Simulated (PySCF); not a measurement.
# Reading the logs of faulty runs: B2H3NO

These are calculations, not measurements. The program is PySCF 2.14.0, an open-source quantum chemistry code, run on an isolated molecule that a program drew, which may never have been made. The molecule is B2H3NO (charge 0, singlet), drawn as the SMILES string `N=BBO`.

Each row is a Hartree-Fock (HF) and frozen-core CCSD(T) single point in the cc-pVDZ basis, meant for a local HF minimum. Run 1 is clean. Each other run has one planted mistake out of seven kinds, and not every kind appears here: one electron removed, one electron added, multiplicity raised by two, geometry at a saddle point, minimal basis STO-3G, one bond length entered in bohr, all coordinates scaled. The reference is restricted for singlets and unrestricted otherwise, and also for a bond in bohr. Adding or removing an electron swaps singlet and doublet. Electrons count all cores. HOMO and LUMO are orbital energies over both spins, the gradient is its largest component, and the lowest frequency (negative if imaginary) is given only where the gradient is small. Bond lengths are over the 6 bonds as drawn. T1 is the CCSD diagnostic: over 0.02 (restricted) or 0.045 (unrestricted) a single reference is doubtful.

Geometry of the clean run:
```xyz
7
B2H3NO, angstrom
N    -2.1970    0.2522    0.0945
B    -0.9969    0.5167    0.1510
B     0.6755    0.8683    0.2140
O     1.5816    0.2101   -0.5320
H    -3.1624    0.0572    0.0656
H     1.1067    1.7243    0.9336
H     1.2269   -0.4618   -1.0944
```

```
run,electrons,basis functions,<S^2>,HOMO (eV),LUMO (eV),gradient (hartree/bohr),lowest frequency (cm^-1),mean bond (Å),longest bond (Å),T1,HF (hartree),CCSD(T) (hartree),mistake
1,28,71,0.000,-11.42,2.38,1.4e-05,182,1.2358,1.710,0.0181,-180.48877,-181.04175,no fault
2,28,71,0.646,-9.52,1.93,1.9e-02,-,1.4136,2.265,0.0624,-180.36690,-180.92225,one bond length entered in bohr
3,29,71,0.761,0.96,9.55,7.9e-02,-,1.2358,1.710,0.0156,-180.42615,-180.98592,?
4,27,71,0.760,-18.30,-7.83,1.1e-01,-,1.2358,1.710,0.0217,-180.14755,-180.64522,?
```

**Which mistake was planted in run 3, and what did it cost?**

It counts 29 electrons, one more than the clean run, at the same geometry and basis. So the mistake is: one electron added. Subtracting run 1 and multiplying by 627.51 kcal/mol a hartree, the energy moved by 39.3 kcal/mol in HF and 35.0 kcal/mol in CCSD(T).

**Which mistake was planted in run 4, and what did it cost?**

It counts 27 electrons, one fewer than the clean run, at the same geometry and basis. So the mistake is: one electron removed. Subtracting run 1 and multiplying by 627.51 kcal/mol a hartree, the energy moved by 214.1 kcal/mol in HF and 248.8 kcal/mol in CCSD(T).

Cautions from the logs. Run 2: T1 is over the limit, so its CCSD(T) energy is less reliable; run 3: the HOMO is above zero, so the electron isn't bound and the energy depends on the basis.
